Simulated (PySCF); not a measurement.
How methods differ on the excitation energy of Pt²⁺

Pt²⁺ [Xe] 4f14 5d8 (3F) → Pt²⁺ [Xe] 4f14 5d7 6s1 (5F), as a difference of total energies. All numbers are calculated (PySCF 2.14, a scalar-relativistic core potential, in aug-cc-pVTZ-PP with one added diffuse shell each of s, p, d, f, g type with ECP60MDF (7s7p6d4f3g, 113 functions)). Correlated levels: valence: 5s2 5p6 frozen. The calculations carry no spin-orbit coupling.

```csv
method,excitation energy (cm⁻¹)
UHF,19801
LDA,20806
PBE,21137
PBE0,22120
r2SCAN,19836
PBEsol,20558
M06,25257
TPSSh,21161
MP2 (valence),23959
SCS-MP2 (valence),27065
```
